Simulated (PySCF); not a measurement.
Oxygen: a sound run and one with changed settings

Sound run: O⁺ [He] 2s2 2p3, O²⁺ [He] 2s2 2p2. All numbers are calculated (PySCF 2.14, the non-relativistic Hamiltonian (point nucleus), in 6-31G* (3s2p1d, 14 functions)). In the sound run the correlated levels freeze 1s2. The sound run starts from symmetry-adapted Hartree-Fock orbitals and uses a fine grid where one is needed.

Changed run: initial guess minao, at most 50 SCF cycles, level shift 0.1 hartree.

```tsv
species	method	sound run (hartree)	changed run (hartree)	converged
O⁺	UHF	-74.34108	-74.34108	yes
O⁺	M06-L	-74.54376	-74.54376	yes
O⁺	MN15	-74.47563	-74.47563	yes
O⁺	MP2	-74.40172	-74.39900	yes
O⁺	CCSD(T)	-74.41769	-74.41769	yes
O²⁺	UHF	-73.06731	-73.06731	yes
O²⁺	M06-L	-73.23901	-73.23901	yes
O²⁺	MN15	-73.17615	-73.17615	yes
O²⁺	MP2	-73.11429	-73.11195	yes
O²⁺	CCSD(T)	-73.13686	-73.13686	yes
```

Ionisation energy of O⁺:

| method | sound run (eV) | changed run (eV) |
| --- | --- | --- |
| UHF | 34.661 | 34.661 |
| M06-L | 35.504 | 35.504 |
| MN15 | 35.361 | 35.361 |
| MP2 | 35.033 | 35.022 |
| SCS-MP2 | 34.860 | 34.858 |
| CCSD | 34.851 | 34.851 |
| CCSD(T) | 34.853 | 34.853 |

A level shift leaves the converged SCF energy unchanged but raises the virtual orbital energies, which shrinks MP2 if it is not removed.

For comparison, NIST gives 35.121 eV between the lowest levels.
